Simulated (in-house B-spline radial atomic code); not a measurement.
Atomic self-consistent-field run: K3+. Computed with a radial B-spline atomic code at the basis-set limit: scalar-relativistic (X2C) Hartree-Fock with fractional occupations, spin-polarised, spherical fractional occupations, Fermi nucleus of rms radius 3.4349 fm.

Command:
```bash
python run_scf.py task.json out
```
Settings (nuclear radius in fm, mass in u):
```
Z                19
configuration    [Ne] 3s2 3p4
hamiltonian      x2c
method           hf,
spin_polarised   True
nucleus          fermi
rms_radius       3.4349
atomic_mass      38.96371
speed_of_light   137.035999084
```

Output (hartree, bohr):
```
 radial grid: 68 intervals, B-splines of order 8, outer radius 18.6486 bohr

 iter        energy (Eh)    residual
    1        -595.719468    3.02e-01
    2        -598.257859    8.29e-02
    3        -598.339248    3.28e-02
    4        -598.353742    1.32e-02
    5        -598.357490    2.99e-03
    6        -598.357654    8.40e-04
    7        -598.357670    1.42e-04
    8        -598.357670    6.73e-06
    9        -598.357670    3.73e-07
   10        -598.357670    2.08e-08

 total energy                      -598.35767
 kinetic                             603.0482
 electron-nucleus                  -1402.3283
 Hartree                             232.5413
 exact exchange                      -31.6189

 orbital      occ     eigenvalue          <r>       <r^2>       <1/r>       <r^4>       r_max
 1s up      1.000      -135.7834    0.0807383  0.00878207     18.8634 0.000200164      0.0528
 1s down    1.000      -135.7392    0.0807138  0.00877602     18.8674  0.00019984     0.05279
 2s up      1.000       -16.1908     0.383454    0.174088     3.85651   0.0537435      0.3163
 2s down    1.000       -16.1523     0.383098    0.173553     3.85547   0.0530302      0.3166
 2p up      3.000       -13.1291     0.347626    0.149312     3.71925    0.046171      0.2623
 2p down    3.000       -13.0572     0.348537    0.150031     3.70936   0.0464698      0.2631
 3s up      1.000        -3.2222      1.19771     1.63927     1.15161     4.19396       1.048
 3s down    1.000        -2.8865      1.21438     1.69046     1.13454     4.52963       1.051
 3p up      3.000        -2.3661      1.29034     1.92874     1.03985     6.08547       1.104
 3p down    1.000        -1.8036      1.36409     2.17307    0.984843     8.01924       1.136
```

Time taken, with all properties: 0.24 s on 1 thread of AMD EPYC 7R13 Processor (shared host).

Caution: exact exchange at fractional occupations of open shells leaves self-interaction of up to several eV.
